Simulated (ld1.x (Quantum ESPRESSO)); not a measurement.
## titanium: excitation energies, all-electron against PAW

```json
{
  "Element": "Ti",
  "Generator": "ld1.x (Quantum ESPRESSO) 7.5",
  "Type": "PAW",
  "Functional": "LDA (PZ)",
  "Relativity": "non-relativistic",
  "Frozen core": "[Ne]",
  "Valence charge": "12",
  "Reference configuration": "3s2 3p6 3d2 4s2 4p0",
  "Partial waves": "3s (bound): rcut 1.45, rcutus 1.55 bohr; 4s (bound): rcut 1.45, rcutus 1.55 bohr; 3p (bound): rcut 1.12, rcutus 1.18 bohr; 4p (bound, empty): rcut 1.12, rcutus 1.18 bohr; 3d (bound): rcut 1.15, rcutus 1.40 bohr; 3d channel at 1.1 Ry: rcut 1.15, rcutus 1.40 bohr",
  "Local potential": "all-electron potential smoothed inside 1.45 bohr (lloc = -1)",
  "Core correction": "Bessel-smoothed model core inside 1.35 bohr",
  "Augmentation charge": "BESSEL, radius 1.15 bohr"
}
```

Energies are relative to the spin-unpolarised reference configuration 3s2 3p6 3d2 4s2 4p0; without spin polarisation the order of configurations can differ from experiment. Spin-polarised rows fill each open shell by Hund’s rule, majority spin first. Not all tests gave a result: test run stopped at test 9 of 9 (negative rho).

| valence configuration | charge | ΔE all-electron (eV) | error AE − PS (meV) |
| --- | --- | --- | --- |
| 3s2 3p6 3d2 4s1 4p0 | +1 | 7.473 | 0.0 |
| 3s2 3p6 3d1 4s0 4p0 | +3 | 48.518 | -0.2 |
| 3s2 3p6 3d2 4s1.5 4p0 | +0.5 | 2.990 | 0.0 |
| 3s2 3p6 3d3 4s1 4p0 | 0 | 0.899 | -0.1 |
| 3s2 3p6 3d0 4s0 4p0 | +4 | 92.270 | -0.2 |
| 3s2 3p6 3d1 4s2 4p0 | +1 | 10.182 | -1.3 |
| 3s2 3p6 3d2 4s2 4p0 (spin-polarised) | 0 | -0.677 | -0.6 |

(1) What are ΔE and the potential's error for 3s2 3p6 3d2 4s0 4p0?

Answers

(1) ΔE = 21.171 eV all-electron; the error (AE − PS) is +0.2 meV.
